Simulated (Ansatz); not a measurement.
Species: sum formula Si₄H₉Cl (charge 0, singlet). 
Structure (B3LYP-D3(BJ)/def2-TZVP (Ansatz, a quantum-chemistry and plane-wave program) minimum search):
```
Si
H 1 1.4832
H 1 1.4855 2 108.50
Si 1 2.3440 2 110.01 3 -120.65
H 4 1.4817 1 109.53 2 -59.89
H 4 1.4828 5 109.08 1 -122.10
H 4 1.4837 5 108.56 6 -118.38
Si 1 2.3451 2 108.93 3 119.83
H 8 1.4843 1 111.91 2 -48.36
H 8 1.4861 9 108.65 1 122.21
Si 8 2.3410 9 109.65 10 118.41
H 11 1.4798 8 114.13 9 -43.41
H 11 1.4801 12 108.97 8 124.77
Cl 11 2.0812 12 107.50 13 115.99
```
Charge 0, spin multiplicity 1.

Quantity: atomisation energy (electronic, to ground-state atoms), in kcal/mol. Cores are frozen in the correlated levels unless marked. Open shells are spin-unrestricted. Spin-orbit coupling is left out. Non-relativistic. The coupled-cluster limit lacks core correlation, which all-electron functionals hold. CBS marks a two-point X^-3 extrapolation of the correlation energy; Hartree-Fock from the larger set.

| level | program | atomisation energy (kcal/mol) |
|---|---|---|
| HF/6-31G* | Ansatz | 730.6 |
| PBE-D4/def2-TZVPD | Ansatz + dftd4 | 963.2 |

What does CCSD(T)/CBS(cc-pV(T+d)Z,cc-pV(Q+d)Z) (Ansatz) give?

979.4 kcal/mol
